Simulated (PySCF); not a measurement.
# Correlation energy of Se¹⁷⁺ (selenium, charge +17)

[Ne] 3s2 3p5, 2P determinant. Calculation: PySCF 2.14, in an uncontracted even-tempered set (19 s from 1.4 bohr⁻², ratio 2.5; 12 p from 1.8 bohr⁻², ratio 2.5; 5 d from 10 bohr⁻², ratio 2.7; 4 f from 16 bohr⁻², ratio 2.7); the spin-free X2C one-electron Hamiltonian (Gaussian nucleus). Frozen: 1s2; 15 electrons correlated; the 22 highest virtual orbitals of each spin left out.

| level | correlation energy (mhartree) |
| --- | --- |
| CCSD | -590.00 |
| (T) | -2.65 |
| CCSD(T) | -592.65 |

Diagnostics: T1 = 0.0015, D1 = 0.0064, largest double amplitude 0.032.

**Question.** Is a single reference adequate?

**Answer.** Yes, within this model without spin-orbit coupling: T1 lies below 0.03 and no double amplitude reaches 0.07.

At this charge the one-electron X2C treatment keeps the bare 1/r₁₂, with no two-electron picture change or Breit term. The effect here is smaller than on the frozen 1s shell; and a scalar Hamiltonian misses the large spin-orbit splitting of the p shells, which matters for ns² → np² pairs.
